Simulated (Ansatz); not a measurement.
Frontier orbitals of `BBC(=N)Br`.

Total charge 0; spin multiplicity 1. Correlated methods include outer-core shells of Br, which these sets cover unevenly. Scalar relativity is left out up to krypton. All single points use the PBE0-D4/def2-TZVP geometry. It is one conformer, not always the lowest. Basis def2-TZVPP, the Gaussian-basis code of Ansatz.

```json
{"functional": "HSE06 (plane-wave form)", "HOMO (eV)": "-7.84", "LUMO (eV)": "-3.42"}
```

(1) Give HOMO and LUMO (eV) with LDA (SPW92), PBE, revPBE, BLYP, r2SCAN, B97M-V, PBE0, B3LYP, r2SCANh, r2SCAN0, BHLYP, CAM-B3LYP, LC-ωPBE, ωB97X-V, ωB97M-V, HF. (Best estimate.)

## Answers

(1) The calculation gave: 
```json
{"functional": "LDA (SPW92)", "HOMO": "-6.97", "LUMO": "-4.22"}
{"functional": "PBE", "HOMO": "-6.84", "LUMO": "-3.96"}
{"functional": "revPBE", "HOMO": "-6.78", "LUMO": "-3.86"}
{"functional": "BLYP", "HOMO": "-6.74", "LUMO": "-3.79"}
{"functional": "r2SCAN", "HOMO": "-7.15", "LUMO": "-3.80"}
{"functional": "B97M-V", "HOMO": "-7.27", "LUMO": "-3.76"}
{"functional": "PBE0", "HOMO": "-8.24", "LUMO": "-3.04"}
{"functional": "B3LYP", "HOMO": "-8.03", "LUMO": "-3.23"}
{"functional": "r2SCANh", "HOMO": "-7.67", "LUMO": "-3.46"}
{"functional": "r2SCAN0", "HOMO": "-8.45", "LUMO": "-2.95"}
{"functional": "BHLYP", "HOMO": "-9.56", "LUMO": "-1.96"}
{"functional": "CAM-B3LYP", "HOMO": "-9.63", "LUMO": "-1.89"}
{"functional": "LC-ωPBE", "HOMO": "-10.94", "LUMO": "-0.75"}
{"functional": "ωB97X-V", "HOMO": "-10.61", "LUMO": "-0.82"}
{"functional": "ωB97M-V", "HOMO": "-10.50", "LUMO": "-0.96"}
{"functional": "HF", "HOMO": "-11.23", "LUMO": "0.66"}
```

B3LYP here is the variant with VWN-RPA as its local correlation; programs differ in this. LC-ωPBE has ω = 0.4 bohr⁻¹.
